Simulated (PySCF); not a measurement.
Compound: C7H5F3.
Cartesian coordinates in Å at the GFN2-xTB level; atoms count from 1:
```xyz
15
C7H5F3 angstrom
C     -2.3569   -1.0809   -0.4655
C     -1.1163   -0.7088   -0.2063
C      0.1472   -1.3866    0.1354
C      0.8231   -0.2154    0.2053
C      2.2299    0.1515    0.5020
F      2.3348    0.9585    1.5752
F      2.9974   -0.9209    0.7526
F      2.8137    0.8121   -0.5163
C     -0.3716    0.5888   -0.1299
C     -0.6418    1.8707   -0.2876
H     -3.1212   -0.3589   -0.6950
H     -2.6480   -2.1176   -0.4557
H      0.4210   -2.4143    0.2749
H      0.1167    2.6254   -0.1690
H     -1.6325    2.2044   -0.5419
```

The closed-shell SCF was solved with PySCF and density fitting under several settings on one GFN2-xTB geometry (grid level 2 and gas phase unless stated).

| settings | basis functions | SCF cycles | E (Eh) | HOMO (eV) | LUMO (eV) | dipole (D) |
| --- | --- | --- | --- | --- | --- | --- |
| PBE0/pcSseg-1 | 195 | 14 | -568.5379 | -7.40 | -1.73 | 2.61 |
| PBE0/def2-SVPD | 249 | 14 | -568.1997 | -7.43 | -1.78 | 2.66 |
| WP04/pcSseg-1, grid level 4 | 195 | 16 | -580.7276 | -8.52 | -3.87 | 2.89 |
| CAM-B3LYP/def2-SVPD, grid level 4, fitting basis def2-qzvpp-jkfit | 249 | 12 | -568.5812 | -8.67 | -0.67 | 2.72 |
| PBE/MINI, IEF-PCM chloroform, energy threshold 1e-06 Eh | 55 | 9 | -564.3901 | -8.37 | -4.55 | 1.74 |
| wB97X-D/pcseg-1 | 165 | 14 | -568.8932 | -9.21 | -0.02 | 2.72 |

Q: Estimate the rows for these settings: (1) BHandHLYP/pcSseg-1, start guess vsap, energy threshold 1e-11 Eh; (2) CAM-B3LYP/6-311G**, grid level 1, energy threshold 1e-11 Eh.

A: 
```tsv
settings	basis functions	SCF cycles	E (Eh)	HOMO (eV)	LUMO (eV)	dipole (D)
BHandHLYP/pcSseg-1, start guess vsap, energy threshold 1e-11 Eh	195	14	-568.8567	-8.25	-0.65	2.81
CAM-B3LYP/6-311G**, grid level 1, energy threshold 1e-11 Eh	210	14	-569.1235	-8.53	-0.48	2.55
```

Q: Over all rows, what range does the HOMO–LUMO gap span?

A: From 3.82 eV (PBE/MINI, IEF-PCM chloroform, energy threshold 1e-06 Eh) to 9.19 eV (wB97X-D/pcseg-1). The functional of the narrowest has no exact exchange, that of the widest range-separated exact exchange.

Q: And the dipole moment?

A: From 1.74 D (PBE/MINI, IEF-PCM chloroform, energy threshold 1e-06 Eh) to 2.89 D (WP04/pcSseg-1, grid level 4); the largest is 1.66 times the smallest, and the median is 2.69 D.

Q: Compare two rows with the functional CAM-B3LYP: CAM-B3LYP/6-311G**, grid level 1, energy threshold 1e-11 Eh and CAM-B3LYP/def2-SVPD, grid level 4, fitting basis def2-qzvpp-jkfit. Which energy is lower, and by how much?

A: CAM-B3LYP/6-311G**, grid level 1, energy threshold 1e-11 Eh (210 functions) lies 0.5423 Eh or 340 kcal/mol below CAM-B3LYP/def2-SVPD, grid level 4, fitting basis def2-qzvpp-jkfit (249 functions). The smaller set gives the lower energy; the two sets aren't nested, so the variational bound doesn't order them by size.

wB97X-D ran without the empirical dispersion term, which would shift the total energy alone. Cycle counts include a coarse-grid stage where the run had one. All basis functions are spherical, in the Pople sets too. WP04 was designed for NMR shieldings or shifts; total energies of different functionals aren't comparable. Geometry: GFN2-xTB; no vibrations or thermal averaging.
